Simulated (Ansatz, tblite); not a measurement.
Removing an electron: NaPb₂⁻. Charge -1, multiplicity 1. Geometry: B3LYP-D4/def2-TZVPD. Ansatz, gas phase; energy differences of separate SCF runs; the oxidised species was run as a doublet alone.

```xyz
3

Na    0.246   -0.869    1.613
Pb    0.859   -0.386   -1.397
Pb   -1.105    1.254   -0.216
```

In the def2 sets Pb takes a core potential; there is no spin–orbit coupling. The xTB rows come from tblite. The structure comes from a short search, and lower isomers may exist.

Estimate orbital energies and vertical ionisation energies at: GFN1-xTB; GFN2-xTB; PBE-D4/def2-TZVPD; r2SCAN-D4/def2-TZVPD; PBE0-D4/def2-TZVPD.


```json
{"level": "GFN1-xTB", "−HOMO (eV)": "4.18", "vertical IE (eV)": "5.57", "−LUMO (eV)": "2.48", "HOMO–LUMO gap (eV)": "1.70", "remarks": "–"}
{"level": "GFN2-xTB", "−HOMO (eV)": "1.27", "vertical IE (eV)": "4.01", "−LUMO (eV)": "-0.18", "HOMO–LUMO gap (eV)": "1.45", "remarks": "–"}
{"level": "PBE-D4/def2-TZVPD", "−HOMO (eV)": "-0.33", "vertical IE (eV)": "1.52", "−LUMO (eV)": "-1.15", "HOMO–LUMO gap (eV)": "0.81", "remarks": "HOMO above zero (-1 singlet)"}
{"level": "r2SCAN-D4/def2-TZVPD", "−HOMO (eV)": "-0.24", "vertical IE (eV)": "1.43", "−LUMO (eV)": "-1.26", "HOMO–LUMO gap (eV)": "1.02", "remarks": "HOMO above zero (-1 singlet)"}
{"level": "PBE0-D4/def2-TZVPD", "−HOMO (eV)": "0.19", "vertical IE (eV)": "1.41", "−LUMO (eV)": "-1.52", "HOMO–LUMO gap (eV)": "1.71", "remarks": "–"}
```

Run but left out: HF/def2-TZVPPD (singlet: restricted singlet, unstable towards broken spin symmetry); MP2/def2-TZVPPD, CCSD/def2-TZVPPD, CCSD(T)/def2-TZVPPD (neutral doublet: ⟨S²⟩ 2.13, where a pure state has 0.75).  A HOMO above zero means that the electron is unbound at that level or that self-interaction error raises the level; the energy of removing that electron tells which. Raw xTB energy differences between charge states are shifted by several eV; the methods need an empirical correction for them.
